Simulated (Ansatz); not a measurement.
Compare A (`CC1(C)CCCC1`) with its isomer B (`C[C@@H]1CCC[C@H]1C`).

Computed with Ansatz on PBE0-D4/def2-TZVP structures; ΔE is electronic, products minus reactants. CBS: MP2 limit from def2 TZ/QZ plus the TZ coupled-cluster correction, frozen cores. DFT in def2-TZVPP.

Q: Which is lower in electronic energy at CCSD(T)/CBS, and by how much? (Estimate.)

A: Ansatz gave: A, by 0.2 kcal/mol. So small a gap doesn't settle the order.

Q: Give E(B) − E(A) in kcal/mol with MP2/def2-TZVPP, CCSD(T)/def2-SVP, r2SCAN-D4, CCSD(T)/def2-TZVPP, B2PLYP, LDA (SPW92), CCSD/def2-TZVPP. (Estimate.)

A: The calculation gave: MP2/def2-TZVPP 0.8, CCSD(T)/def2-SVP 0.2, r2SCAN-D4 -0.2, CCSD(T)/def2-TZVPP 0.4, B2PLYP -0.6, LDA (SPW92) -0.1, CCSD/def2-TZVPP 0.1. The order is the other way round with r2SCAN-D4, B2PLYP.

Largest T1 diagnostic: 0.009.

The D4 term adds +0.9 kcal/mol with B3LYP and +0.5 kcal/mol with PBE0; it sums over pairs of atoms, weighted by their polarisabilities, and B3LYP, whose exchange is more repulsive, gets the larger term. In def2-TZVPP, CCSD(T) changes the Hartree–Fock value by +1.9 kcal/mol (the triples alone add +0.3 kcal/mol) and MP2 by +2.3 kcal/mol.

B3LYP here is the variant with VWN-RPA as its local correlation; programs differ in this.
